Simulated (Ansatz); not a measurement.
Basis-set extrapolation for CH₆ClNSi, SMILES `CN[SiH2]Cl` (PBE0-D4/def2-TZVP geometry, frozen core, Ansatz). Multiplicity 1, RHF reference.

|  | def2-TZVPP | def2-QZVPP |
| --- | --- | --- |
| HF | -844.383460 | -844.410470 |
| MP2 correlation | -0.702403 | -0.758278 |
| CCSD(T) correlation | -0.781237 | -0.834019 |

Energies in hartree. Use E(X) = E(∞) + A·exp(−7.88·√X) for Hartree–Fock and E(X) = E(∞) + B·X^(−2.97) for correlation, with X = 3 and 4.

Q: What is the CCSD(T) energy at the basis-set limit?

A: HF limit: -844.410470 + (-0.027010) × 0.13774 = -844.41419. Correlation limit: -0.834019 + (-0.052782) × 0.74074 = -0.87312. Total: -845.28731 hartree, 321.9 kJ/mol below CCSD(T)/def2-TZVPP.
